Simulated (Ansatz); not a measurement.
`I[SiH]1CS1` + CH₄ → `C1[SiH2]S1` + `CI` at 600 K and 1 bar (formal exchange of groups at the Si–I bond).

Isolated molecules relaxed with PBE0-D4/def2-TZVP in Ansatz; ΔE leaves out vibrations. CCSD(T)/CBS is the MP2 limit (def2-TZVPP, def2-QZVPP) plus CCSD(T) − MP2 in def2-TZVPP, frozen cores. This one scheme is used for every species. def2 core potentials past Kr. For I outer-core shells are correlated without core-valence functions, which leaves a few kJ/mol of doubt a bond.

```tsv
species	CCSD(T)/CBS energy (Eh)	H − E (kJ/mol)	S (J/(mol·K))
`I[SiH]1CS1`	-1024.19180	146.7	399.4
CH₄	-40.46206	140.4	215.7
`C1[SiH2]S1`	-727.30403	157.3	336.9
`CI`	-337.29646	123.3	290.4
```

H − E and S are ideal-gas, rigid-rotor, harmonic terms from PBE0-D4/def2-TZVP, for one conformer and one mirror image of each species. 1 Eh = 2625.50 kJ/mol, R = 8.31446 J/(mol·K).

Q: By hand: ΔE, ΔH, ΔS and ΔG.

A: ΔE = (-727.30403) + (-337.29646) − (-1024.19180) − (-40.46206) = 0.05337 Eh = 140.1 kJ/mol. Δ(H − E) = 157.3 + 123.3 − 146.7 − 140.4 = -6.5, so ΔH = 133.6 kJ/mol. ΔS = 336.9 + 290.4 − 399.4 − 215.7 = 12.2 J/(mol·K). ΔG = 133.6 − 600 × (12.2)/1000 = 126.3 kJ/mol.

Q: By hand: the equilibrium constant, and the temperature at which ΔG would vanish if ΔH and ΔS stayed fixed.

A: log₁₀ K = −ΔG/(RT ln 10) = -11.0. ΔG = 0 at ΔH/ΔS = 10951 K, far beyond where these terms or the molecules hold.

The number of gas molecules stays the same, so ΔS is small and ΔH decides. A doubt of 5 kJ/mol in ΔE shifts log₁₀ K by 0.4 here. Other conformers and mirror images would add mixing entropy, several J/(mol·K) or more a flexible species. These are equilibria of isolated gas molecules and say nothing of rates. Largest T1 diagnostic: 0.012 (customary marks: 0.02 for closed shells, 0.045 for open ones).
